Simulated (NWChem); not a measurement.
System meant: Ge2H6 anion, doublet; SMILES of the neutral closed-shell parent [GeH3][GeH3]

Input file for NWChem:

```
start job
memory heap 200 mb stack 900 mb global 1100 mb
charge -1
geometry units angstroms noautoz
  Ge     1.396290     0.124530    -0.017322
  Ge    -1.396290    -0.124530    -0.017322
  H      2.794579    -0.698345    -0.009318
  H      1.664130     1.108116     1.188457
  H      1.668604     1.094113    -1.233536
  H     -1.668604    -1.094113    -1.233536
  H     -2.794579     0.698345    -0.009318
  H     -1.664130    -1.108116     1.188457
end
basis spherical
  Ge library def2-svp
  H library def2-svp
end
dft
  odft
  mult 2
  xc xpbe96 cpbe96
  iterations 4
  mulliken
end
task dft energy
```

End of the output:

```
     --------------------------
     Expectation value of S2:
     --------------------------
      <S2> =      0.7529 (Exact =     0.7500)

 center of mass
 --------------
 x =   0.00000000 y =   0.00000000 z =   0.00007108

 moments of inertia (a.u.)
 ------------------
          40.456233553177           0.000000000000           0.000000000000
           0.000000000000        1156.435112599311           0.000000000000
           0.000000000000           0.000000000000        1154.665720082204

     Multipole analysis of the density
     ---------------------------------

     L   x y z        total         alpha         beta         nuclear
     -   - - -        -----         -----         ----         -------
     0   0 0 0     -1.000000    -36.000000    -35.000000     70.000000

     1   1 0 0     -0.000000     -0.000000     -0.000000     -0.000000
     1   0 1 0     -0.000000     -0.000000     -0.000000      0.000000
     1   0 0 1     -0.000109     -0.001767      0.001658      0.000000

     2   2 0 0    -48.744099   -304.711880   -290.225503    546.193284
     2   1 1 0      0.188346      0.611732     -3.291727      2.868340
     2   1 0 1      0.000000     -0.000000      0.000000      0.000000
     2   0 2 0    -35.637279    -29.280387    -25.535948     19.179056
     2   0 1 1      0.000000      0.000000      0.000000      0.000000
     2   0 0 2    -34.480870    -28.592165    -26.837592     20.948887

 ------------------------------------------------------------------------
 dft energy failed                                                                                  0
 ------------------------------------------------------------------------
 ------------------------------------------------------------------------
  current input line :
    25: task dft energy
 ------------------------------------------------------------------------
 ------------------------------------------------------------------------
 This type of error is most commonly associated with calculations not reaching convergence criteria
 ------------------------------------------------------------------------
 For more information see the NWChem manual at https://nwchemgit.github.io

0:dft energy failed:Received an Error in Communication
```

### Question
Can this run be used? If not, why, and what is the fix?

### Answer
Convergence was not reached. Cause: the SCF was allowed too few iterations. This input runs:
```
start job
memory heap 200 mb stack 900 mb global 1100 mb
charge -1
geometry units angstroms noautoz
  Ge     1.396290     0.124530    -0.017322
  Ge    -1.396290    -0.124530    -0.017322
  H      2.794579    -0.698345    -0.009318
  H      1.664130     1.108116     1.188457
  H      1.668604     1.094113    -1.233536
  H     -1.668604    -1.094113    -1.233536
  H     -2.794579     0.698345    -0.009318
  H     -1.664130    -1.108116     1.188457
end
basis spherical
  * library def2-svp
end
dft
  odft
  mult 2
  xc xpbe96 cpbe96
  iterations 150
  mulliken
end
task dft energy
```
It converges to -4156.40862 Ha (PBE/def2-SVP, spin-unrestricted).
